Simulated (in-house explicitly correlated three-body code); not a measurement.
Computed with an exponentially correlated three-body code. Model: two electrons around a point charge, non-relativistic, variational in 260 exponentially correlated functions (energies converged to about 1e-7 hartree, or 1e-8 relative for large Z).

Command:
```bash
python run_hyl.py task.json out
```
Settings (lengths in bohr, energies in hartree):
```
Z                      26
screening              0.91
interaction_strength   1
functions              260
states_tried           13
```

Time taken, with all properties: 120 s on 1 thread of AMD EPYC 7R43 64-Core Processor (Zen 3) (shared host).

**Those bound S and P states to n = 4 that converged, binding against the one-electron ion.**

Given: nuclear charge 26; Yukawa screening of all interactions 0.91 1/bohr.

Computed: one-electron threshold -314.947238 hartree.

| term | energy (hartree) | binding (eV) |
| --- | --- | --- |
| 1 1S | -614.694781 | 8156.5 |
| 2 3S | -374.118156 | 1610.1 |
| 2 1S | ? | ? |
| 2 3P | -372.822557 | 1574.9 |
| 2 1P | -372.041606 | 1553.6 |
| 3 3S | -332.088254 | 466.43 |
| 3 1S | -331.836518 | 459.58 |
| 3 3P | -331.552494 | 451.85 |
| 3 1P | -331.361467 | 446.65 |
| 4 3S | ? | ? |
| 4 1S | -319.531135 | 124.73 |
| 4 3P | -319.310388 | 118.73 |
| 4 1P | -319.25015 | 117.09 |

(1) What belongs in the row 2 1S?

(2) What belongs in the row 4 3S?

**Converged states only, values per electron or pair (inverse distances are <exp(-kr)/r>).**

```json
{"term": "1 1S", "mean r (bohr)": "0.058607", "mean r squared (bohr²)": "0.0045896", "mean inverse r (1/bohr)": "24.778", "mean r12 (bohr)": "0.085789", "mean inverse r12 (1/bohr)": "15.043", "mean cosine": "-0.005113", "mean p1 dot p2 (bohr⁻²)": "3.3367", "delta r1 (bohr⁻³)": "5442.8", "delta r12 (bohr⁻³)": "646.85"}
{"term": "2 3S", "mean r (bohr)": "0.14822", "mean r squared (bohr²)": "0.035476", "mean inverse r (1/bohr)": "15.25", "mean r12 (bohr)": "0.24848", "mean inverse r12 (1/bohr)": "3.9287", "mean cosine": "-0.0017417", "mean p1 dot p2 (bohr⁻²)": "0.2559", "delta r1 (bohr⁻³)": "3110.9", "delta r12 (bohr⁻³)": "-"}
{"term": "2 1S", "mean r (bohr)": "?", "mean r squared (bohr²)": "?", "mean inverse r (1/bohr)": "?", "mean r12 (bohr)": "?", "mean inverse r12 (1/bohr)": "?", "mean cosine": "?", "mean p1 dot p2 (bohr⁻²)": "?", "delta r1 (bohr⁻³)": "?", "delta r12 (bohr⁻³)": "?"}
{"term": "2 3P", "mean r (bohr)": "0.12944", "mean r squared (bohr²)": "0.026555", "mean inverse r (1/bohr)": "15.23", "mean r12 (bohr)": "0.21522", "mean inverse r12 (1/bohr)": "4.8356", "mean cosine": "-0.074552", "mean p1 dot p2 (bohr⁻²)": "-47.862", "delta r1 (bohr⁻³)": "2783.9", "delta r12 (bohr⁻³)": "-"}
{"term": "2 1P", "mean r (bohr)": "?", "mean r squared (bohr²)": "?", "mean inverse r (1/bohr)": "?", "mean r12 (bohr)": "?", "mean inverse r12 (1/bohr)": "?", "mean cosine": "?", "mean p1 dot p2 (bohr⁻²)": "?", "delta r1 (bohr⁻³)": "?", "delta r12 (bohr⁻³)": "?"}
{"term": "3 3S", "mean r (bohr)": "0.31002", "mean r squared (bohr²)": "0.18195", "mean inverse r (1/bohr)": "13.501", "mean r12 (bohr)": "0.56625", "mean inverse r12 (1/bohr)": "1.5375", "mean cosine": "-0.00054102", "mean p1 dot p2 (bohr⁻²)": "0.068961", "delta r1 (bohr⁻³)": "2877.1", "delta r12 (bohr⁻³)": "-"}
{"term": "3 1S", "mean r (bohr)": "0.3124", "mean r squared (bohr²)": "0.18505", "mean inverse r (1/bohr)": "13.495", "mean r12 (bohr)": "0.57033", "mean inverse r12 (1/bohr)": "1.7725", "mean cosine": "-0.00083928", "mean p1 dot p2 (bohr⁻²)": "0.085411", "delta r1 (bohr⁻³)": "2875.7", "delta r12 (bohr⁻³)": "31.268"}
{"term": "3 3P", "mean r (bohr)": "0.2924", "mean r squared (bohr²)": "0.16242", "mean inverse r (1/bohr)": "13.493", "mean r12 (bohr)": "0.53185", "mean inverse r12 (1/bohr)": "1.7594", "mean cosine": "-0.015761", "mean p1 dot p2 (bohr⁻²)": "-9.9829", "delta r1 (bohr⁻³)": "2790.5", "delta r12 (bohr⁻³)": "-"}
{"term": "3 1P", "mean r (bohr)": "0.29427", "mean r squared (bohr²)": "0.16471", "mean inverse r (1/bohr)": "13.489", "mean r12 (bohr)": "0.53375", "mean inverse r12 (1/bohr)": "1.9321", "mean cosine": "0.014041", "mean p1 dot p2 (bohr⁻²)": "10.126", "delta r1 (bohr⁻³)": "2792.6", "delta r12 (bohr⁻³)": "10.492"}
{"term": "4 3S", "mean r (bohr)": "0.5831", "mean r squared (bohr²)": "0.69277", "mean inverse r (1/bohr)": "12.907", "mean r12 (bohr)": "1.1104", "mean inverse r12 (1/bohr)": "0.60216", "mean cosine": "-0.00018364", "mean p1 dot p2 (bohr⁻²)": "0.022527", "delta r1 (bohr⁻³)": "2820", "delta r12 (bohr⁻³)": "-"}
{"term": "4 1S", "mean r (bohr)": "0.58729", "mean r squared (bohr²)": "0.70328", "mean inverse r (1/bohr)": "12.904", "mean r12 (bohr)": "1.1186", "mean inverse r12 (1/bohr)": "0.67509", "mean cosine": "-0.0002798", "mean p1 dot p2 (bohr⁻²)": "0.028537", "delta r1 (bohr⁻³)": "2819.5", "delta r12 (bohr⁻³)": "10.134"}
{"term": "4 3P", "mean r (bohr)": "0.56945", "mean r squared (bohr²)": "0.66413", "mean inverse r (1/bohr)": "12.901", "mean r12 (bohr)": "1.0833", "mean inverse r12 (1/bohr)": "0.667", "mean cosine": "-0.0047846", "mean p1 dot p2 (bohr⁻²)": "-3.0175", "delta r1 (bohr⁻³)": "2791.8", "delta r12 (bohr⁻³)": "-"}
{"term": "4 1P", "mean r (bohr)": "0.57277", "mean r squared (bohr²)": "0.67227", "mean inverse r (1/bohr)": "12.898", "mean r12 (bohr)": "1.0894", "mean inverse r12 (1/bohr)": "0.72033", "mean cosine": "0.0042473", "mean p1 dot p2 (bohr⁻²)": "3.0779", "delta r1 (bohr⁻³)": "2792.4", "delta r12 (bohr⁻³)": "3.4431"}
```

(3) What belongs in the row 2 1S?

(4) What belongs in the row 2 1P?

**Electric-dipole lines between converged S and P states, rate of the upper state's decay.**

| s state | p state | p minus s (eV) | oscillator strength from s | rate (1/s) |
| --- | --- | --- | --- | --- |
| 1 1S | 2 1P | 6602.9 | 0.77533 | 4.8893e+14 |
| 1 1S | 3 1P | 7709.9 | 0.14036 | 1.2068e+14 |
| 1 1S | 4 1P | 8039.5 | 0.040787 | 3.813e+13 |
| 2 1S | 2 1P | 27.973 | 0.030557 | 3.4584e+08 |
| 2 1S | 3 1P | 1134.9 | 0.37941 | 7.0687e+12 |
| 2 1S | 4 1P | 1464.5 | 0.076757 | 2.3812e+12 |
| 3 1S | 2 1P | -1094 | -0.044131 | 2.292e+12 |
| 3 1S | 3 1P | 12.927 | 0.092454 | 2.2346e+08 |
| 3 1S | 4 1P | 342.49 | 0.34762 | 5.8979e+11 |
| 4 1S | 2 1P | -1428.9 | -0.0082998 | 7.3531e+11 |
| 4 1S | 3 1P | -321.92 | -0.097426 | 4.3811e+11 |
| 4 1S | 4 1P | 7.646 | 0.22528 | 1.905e+08 |
| 2 3S | 2 3P | 35.255 | 0.037717 | 6.7806e+08 |
| 2 3S | 3 3P | 1158.3 | 0.37236 | 7.2255e+12 |
| 2 3S | 4 3P | 1491.4 | 0.075838 | 2.4398e+12 |
| 3 3S | 2 3P | -1108.4 | -0.044554 | 2.3753e+12 |
| 3 3S | 3 3P | ? | ? | ? |
| 3 3S | 4 3P | ? | ? | ? |
| 4 3S | 2 3P | -1448 | -0.0083265 | 7.5751e+11 |
| 4 3S | 3 3P | -324.95 | -0.099365 | 4.5527e+11 |
| 4 3S | 4 3P | 8.1763 | 0.23778 | 2.2993e+08 |

(5) What belongs in the row 3 3S 3 3P?

(6) What belongs in the row 3 3S 4 3P?

**Static dipole response.**

| state | polarisability (bohr³) |
| --- | --- |
| 1 1S | 2.0954e-05 |
| 2 3S | 0.02277 |

Results:

(1) energy (hartree): -373.069593; binding (eV): 1581.6.

(2) energy (hartree): -319.610862; binding (eV): 126.9.

(3) mean r (bohr): 0.14967; mean r squared (bohr²): 0.036312; mean inverse r (1/bohr): 15.228; mean r12 (bohr): 0.24819; mean inverse r12 (1/bohr): 4.9113; mean cosine: -0.0029034; mean p1 dot p2 (bohr⁻²): 0.29292; delta r1 (bohr⁻³): 3103.9; delta r12 (bohr⁻³): 119.47.

(4) mean r (bohr): 0.13061; mean r squared (bohr²): 0.027118; mean inverse r (1/bohr): 15.212; mean r12 (bohr): 0.20793; mean inverse r12 (1/bohr): 5.5363; mean cosine: 0.066547; mean p1 dot p2 (bohr⁻²): 47.286; delta r1 (bohr⁻³): 2794.5; delta r12 (bohr⁻³): 36.857.

(5) p minus s (eV): 14.579; oscillator strength from s: 0.10279; rate (1/s): 3.1598e+08.

(6) p minus s (eV): 347.7; oscillator strength from s: 0.34141; rate (1/s): 5.9701e+11.
